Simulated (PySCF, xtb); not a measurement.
hydrogen iodide (HI), SMILES I.

Harmonic wavenumbers (cm⁻¹) from GFN2-xTB (xtb 6.7.1) at its own minimum, in rising order: 2373.

**Question.** What does PySCF with PBE0-D3(BJ)/def2-TZVPD give at its own minimum? (The exact figures need the calculation; the answer reports its results.)

**Answer.** 2345. Paired by order, the mean absolute difference is 28 cm⁻¹ and the zero-point energies are 3.4 and 3.4 kcal/mol.
